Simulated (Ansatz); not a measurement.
CH5O, charge +1, singlet, at a GFN2-xTB geometry. Base run: Ansatz (a first-principles code) with BLYP/6-31G**.

Input for Ansatz:
Ansatz 0.2 input:
```yaml
crystal:
  periodic: [false, false, false]
  atoms:
    - {symbol: C, position_ang: [-0.01927668, 0.75112854, 0.00090995]}
    - {symbol: O, position_ang: [-0.01945091, -0.71002909, 0.07309383]}
    - {symbol: H, position_ang: [-1.05393514, 1.08479565, 0.06211764]}
    - {symbol: H, position_ang: [0.89956319, -1.05604335, 0.06619891]}
    - {symbol: H, position_ang: [0.52546643, 1.12435414, 0.86667889]}
    - {symbol: H, position_ang: [0.43988827, 1.11244731, -0.91822338]}
    - {symbol: H, position_ang: [-0.53971541, -1.09209225, -0.66698245]}
basis:
  gaussian:
    orbitals: 6-31G__.json
hamiltonian:
  xc: blyp
total_charge: 1
```
The basis file holds 6-31G** in the JSON format of the Basis Set Exchange.

Variants of this job, named by their change:

```json
[
 {"change": "base", "ΔE vs base (mEh)": "0.000"},
 {"change": "lower_state_search = full", "ΔE vs base (mEh)": "0.000"},
 {"change": "point_charge = charge:0.5 position_ang:-1.9083, 3.6274, -2.2294", "ΔE vs base (mEh)": "54.606"},
 {"change": "forces = on", "ΔE vs base (mEh)": "0.000"},
 {"change": "fitting.mean_field = cc-pVTZ-JKFIT", "ΔE vs base (mEh)": "-0.038"},
 {"change": "nuclear_model = gaussian", "ΔE vs base (mEh)": "0.016"},
 {"change": "lower_state_search = light", "ΔE vs base (mEh)": "0.000"},
 {"change": "final_grid = 6, 12, 29", "ΔE vs base (mEh)": "0.003"},
 {"change": "point_charge = charge:-1.0 position_ang:0.2789, -1.1388, 4.2347", "ΔE vs base (mEh)": "-111.8"},
 {"change": "final_grid = 14, 28, 59", "ΔE vs base (mEh)": "0.000"},
 {"change": "fitting.mean_field = def2-universal-JKFIT", "ΔE vs base (mEh)": "-0.086"}
]
```
